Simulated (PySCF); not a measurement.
Job for PySCF: R-HF/3-21G on AlAsH4O (SMILES [OH][AlH][AsH2]), a point of a torsion scan.

```python
from pyscf import gto, scf, dft, mp
from pyscf.data.elements import chemcore

mol = gto.M(
    atom='''
    O    -1.63133000   -0.59197832    0.44337681
    Al   -0.46600646    0.36786767   -0.21504364
    As    1.89825125   -0.05521246    0.01167374
    H    -2.36959727   -1.07559920    0.78913709
    H    -1.04469347    1.59666526   -0.96041099
    H     1.47361505   -1.26402662    0.81698645
    H     1.77898674    0.77612184    1.27610463
    ''',
    basis='3-21g',
    charge=0, spin=0, verbose=3, max_memory=1800)
mf = scf.RHF(mol)
mf.conv_tol = 1e-8
mf.max_cycle = 100
mf.kernel()
if not mf.converged:
    mf = mf.newton().run(mf.mo_coeff, mf.mo_occ)
```

The log:

```
converged SCF energy = -2540.81910054691
```

Self-consistency was reached.

Cost: roughly 0.4 core-seconds.
